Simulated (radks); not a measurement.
Results of a calculation; reference values are marked as such.
Neutral helium inside a hard spherical wall (all orbitals vanish at R), configuration held at [He] and not refilled when levels cross. Code: a radial shooting solver on a logarithmic mesh with Libxc functionals. Model: non-relativistic Kohn-Sham, LDA (Slater exchange, VWN5 correlation), spin-unpolarised, spherical densities, point nucleus. Eigenvalues in eV, with the zero of energy where the potential of the charges vanishes at infinity; a dash marks a level that is unbound or too diffuse for the functional's potential to be trusted. A positive occupied level is held by the wall or, in an anion where self-interaction has pushed it up, behind a barrier. The pressure on the wall is -dE/dV.

R (bohr)	E (hartree)	kinetic (hartree)	e(1s)	e(2s, empty)	e(2p, empty)	pressure (GPa)
free	-2.83484	2.768	-15.522	-	-	0
15	-2.83484	2.768	-15.522	0.435	1.020	< 0.0001
12	-2.83484	2.768	-15.522	0.713	1.475	< 0.0001
10	-2.83484	2.768	-15.522	1.099	1.993	< 0.0001
7	-2.83483	2.768	-15.521	2.752	3.698	0.000869
4	-2.83007	2.802	-15.189	13.166	11.214	1.45
2.5	-2.72446	3.243	-11.331	47.737	31.556	88.4
2	-2.50640	3.899	-5.573	84.791	52.050	430
1.5	-1.78107	5.582	9.962	171.24	98.655	2690
